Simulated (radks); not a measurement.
Dipole-allowed excitations along the series with 18 electrons in [Ar]. All-electron calculation, non-relativistic Kohn-Sham, LB94 model potential, spin-unpolarised, spherical densities, point nucleus. Program: a radial shooting solver on a logarithmic mesh with Libxc functionals. Time-dependent linear response with the Hartree and adiabatic LDA kernel, continuum included through the Sternheimer equations. Lines are the poles of the dipole polarisability below minus the highest occupied eigenvalue, found on a grid refined at the orbital gaps; the lowest seven at most are given, and weak or close lines can be missed. The first line takes the name of the lowest orbital gap if no other gap lies below it; otherwise a line is named after a gap within 0.6 % of it, if that gap stands alone.

| species | -e(HOMO) (eV) | lowest orbital gap (eV) | first line (eV) | f | strongest line (eV) | its f | static alpha (bohr^3) |
|---|---|---|---|---|---|---|---|
| K+ | 31.333 | 3p-4s 19.750 | 19.851 (3p-4s) | 0.442 | 24.529 (unassigned) | 1.95 | 5.745 |
| Ca2+ | 50.357 | 3p-3d 26.621 | 29.416 (3p-4s) | 0.578 | 33.670 (unassigned) | 3.60 | 3.400 |
| Sc3+ | 72.681 | 3p-3d 31.476 | 40.180 (3p-4s) | 1.97 | 41.471 (unassigned) | 2.64 | 2.212 |
| Ti4+ | 98.225 | 3p-3d 36.053 | 47.728 (3p-3d) | 4.23 | the first | 4.23 | 1.534 |
| V5+ | 126.94 | 3p-3d 40.461 | 53.746 (3p-3d) | 3.76 | the first | 3.76 | 1.113 |
